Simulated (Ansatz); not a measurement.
The cluster Ag₃Pd, relaxed as a quartet with UKS r2SCAN-D4/def2-SVP in Ansatz, starting from the r2SCAN-D4/def2-SVP geometry of the neutral doublet. Force threshold 0.02 eV/Å.

In the def2 sets Ag, Pd take a core potential; there is no spin–orbit coupling. The relaxation made no stability test and no search for a lower SCF solution. At r2SCAN-D4/def2-SVP a doublet of charge 0 lies 1.50 eV below the quartet, each at its own geometry. The structure comes from a short search, and lower isomers may exist.

Start:

```
atom    x (Å)    y (Å)    z (Å)
 Pd1  -0.4797   0.4745   1.1312
 Ag2   0.5912  -0.8394  -0.8754
 Ag3  -2.0670  -0.7569  -0.5861
 Ag4   1.9554   1.1217   0.3304
```

| step | energy (eV) | largest force component (eV/Å) | SCF passes |
| --- | --- | --- | --- |
| 1 | -15481.8494 | 0.644 | 35 |
| 2 | -15481.9443 | 0.144 | 44 |
| 3 | -15481.9647 | 0.076 | 44 |
| 4 | -15481.9699 | 0.009 | 34 |

Force components are those of the run's own axes.

End:

Cartesian coordinates in Å:
```
Pd -0.591 0.719 1.118
Ag 0.603 -0.747 -1.116
Ag -1.973 -0.905 -0.450
Ag 1.960 0.932 0.447
```

By distances, no bond broke or formed. The bond that changes most is Pd1–Ag2, from 2.63 to 2.93 Å (atoms count from 1).

No frequencies were taken in this run, so the end may be a saddle point.

It took 31 s on 4 threads of Arm Neoverse V2 on a shared host.
